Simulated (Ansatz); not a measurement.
```yaml
crystal:
  periodic: [false, false, false]
  atoms:
    - {symbol: C, position_ang: [-1.155214, 1.190429, -1.020012]}
    - {symbol: C, position_ang: [-0.472077, 0.592387, 0.030337]}
    - {symbol: C, position_ang: [0.394369, -0.615967, -0.199972]}
    - {symbol: Al, position_ang: [1.159757, -1.513879, 1.305427]}
    - {symbol: H, position_ang: [-1.522016, 0.791692, -1.796592]}
    - {symbol: H, position_ang: [-1.732927, 2.321550, -0.588150]}
    - {symbol: H, position_ang: [-0.112514, 1.937602, -1.571175]}
    - {symbol: H, position_ang: [-1.499456, 0.245583, 0.760546]}
    - {symbol: H, position_ang: [0.159671, 1.230663, 0.954282]}
    - {symbol: H, position_ang: [1.247637, -0.150597, -0.829534]}
    - {symbol: H, position_ang: [0.038624, -1.172156, -0.827305]}
    - {symbol: H, position_ang: [2.217040, -2.919059, 1.073605]}
    - {symbol: H, position_ang: [0.641633, -1.563213, 2.644299]}
basis:
  gaussian: {orbitals: "6-31++G**", point_charges: [{charge: 1.00, position_ang: [6.328, -0.590, 0.701]}]}
total_charge: -1
magnetization: {spin_polarized: true, initial_magnetization: 1}
hamiltonian: {xc: {name: wB97}}
relax: {f_tol: 0.0001, max_steps: 1}
output: {forces: true}
```

```sh
$ ansatz run in.yaml --threads 4 --pin off --events-out ev --progress --plain --max-ram 10444MiB
```

Output, abridged:

```
Functional definition: wB97
1373 factors; their error is unknown
637 factors; integrals over basis functions are off by at most 7.6e-7 eV
mean field evaluation 1: about -9849.0363 eV, gradient 2.0e1 eV
mean field evaluation 2: about -9850.8049 eV, gradient 1.3e1 eV
mean field evaluation 4: about -9851.7155 eV, gradient 9.9e-1 eV
mean field evaluation 8: about -9851.7713 eV, gradient 1.1e-1 eV
mean field evaluation 16: about -9851.6627 eV, gradient 2.6e-3 eV
a density is far from that of the atoms, so the factors are made again for it
1378 factors; integrals over basis functions are off by at most 3.0e-4 eV
657 factors; integrals over basis functions are off by at most 6.7e-7 eV
mean field -9851.66259628 eV, -362.0419227166 hartree, gradient 1.9e-5 eV, S^2 0.751158; 0 other end points of the search recorded, 0 dependent functions left out
reference -9851.66259237 eV, -362.0419225728 hartree; 21, 20 occupied and 113, 114 virtual orbitals, 1378 factors
relax step   1: F+E_penalty+E_count = -9851.66259628 eV  Δ(F+E_penalty+E_count) = +0.000e0 eV  max|allowed force component| = 1.382e1 eV/Å  Δτ_max = 0.0000 Å  (60 SCF iters, accepted)
Error: geometry relaxation did not converge after 1 steps: max|allowed force component| = 1.38e1 eV/Å (threshold 1.0e-4). Raise `relax.max_steps` over both its present limit and 1, loosen `relax.f_tol`, or start from a geometry closer to equilibrium. Where this run's directory can be resumed (`checkpoint.write`), a resume goes on for up to `relax.max_steps` more
```

**Question.** Something in this input is off. What?

**Answer.** The relaxation is allowed too few steps for its threshold. The calculation stopped without meeting its thresholds.
